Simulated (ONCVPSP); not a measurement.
**Varying the ONCV potential for platinum**

Base potential:

| Property | Result |
| --- | --- |
| Element | Pt |
| Generator | ONCVPSP 4.0.1 |
| Type | optimised norm-conserving Vanderbilt (ONCV) |
| Functional | PBE |
| Relativity | scalar-relativistic |
| Frozen core | [Kr] 4d10 4f14 |
| Valence charge | 18 |
| Reference configuration | 5s2 5p6 5d9.5 6s0.5 |
| Partial waves | 5s+6s: rc 1.55 bohr, ncon 3, nbas 7, qcut 7 1/bohr, 2 projectors; 5p: rc 1.60 bohr, ncon 3, nbas 7, qcut 9 1/bohr, 1 projector; 5d: rc 1.55 bohr, ncon 4, nbas 7, qcut 5.7 1/bohr, 2 projectors, debl 2.6 Ha |
| Local potential | polynomial inside 1.35 bohr (lpopt 3, dvloc0 3 Ha) |
| Core correction | Teter function, fcfact 4.75, rcfact 1.25 |

All-electron outer shells of the reference configuration (PBE, scalar-relativistic, ld1.x):

```json
{"shell": "5s", "level (eV)": "-100.56", "outermost node (bohr)": "0.49", "outermost maximum (bohr)": "0.87"}
{"shell": "4f", "level (eV)": "-68.79", "outermost node (bohr)": "–", "outermost maximum (bohr)": "0.38"}
{"shell": "5p", "level (eV)": "-54.84", "outermost node (bohr)": "0.53", "outermost maximum (bohr)": "0.98"}
{"shell": "5d", "level (eV)": "-5.27", "outermost node (bohr)": "0.57", "outermost maximum (bohr)": "1.28"}
{"shell": "6s", "level (eV)": "-5.26", "outermost node (bohr)": "1.14", "outermost maximum (bohr)": "2.41"}
```

Cutoffs, loose and tight: the cutoffs (Ha) at which the residual kinetic energy of the hardest occupied pseudo-wave falls to 1 and 0.1 mHa per electron. They do not see the model core or the augmentation charge, which bear on the density cutoff. Test errors are all-electron minus pseudo excitation energies from the reference, over the configurations 5s2 5p6 5d9 6s1; 5s2 5p6 5d9 6s0; 5s2 5p6 5d8 6s0; 5s2 5p6 5d8 6s2. A dash means not determined; rows that change the core or the reference have their own tests.

```tsv
change	outcome	cutoff, loose	cutoff, tight	bound ghosts	GHOST(+) flags above zero	largest test error (meV)
base	generated	24 Ha	58 Ha	none	none	-4.8
reference 5s2 5p6 5d9; wave 5s+6s: rc 1.55 bohr, ncon 3, nbas 7, qcut 7 1/bohr, 2 projectors becomes 5s: rc 1.55 bohr, ncon 3, nbas 7, qcut 7 1/bohr, 2 projectors, debl 2 Ha	generated, projector energies reset by the program	24 Ha	58 Ha	none	none	-7.7
local potential polynomial inside 1.25 bohr (lpopt 5, dvloc0 3 Ha)	generated	24 Ha	58 Ha	none	none	-5.2
s: qcut 7.7	generated	24 Ha	58 Ha	none	none	-3.0
d: qcut 7.2	generated	24 Ha	31 Ha	none	none	-4.9
s: nproj 4	generated	24 Ha	58 Ha	none	s	-4.9
s: qcut 5.6; p: qcut 7.2; d: qcut 4.6	generated	57 Ha	70 Ha	none	d	-18
core correction Teter function, fcfact 1.1, rcfact 1.25	generated	24 Ha	58 Ha	none	none	-4.5
```
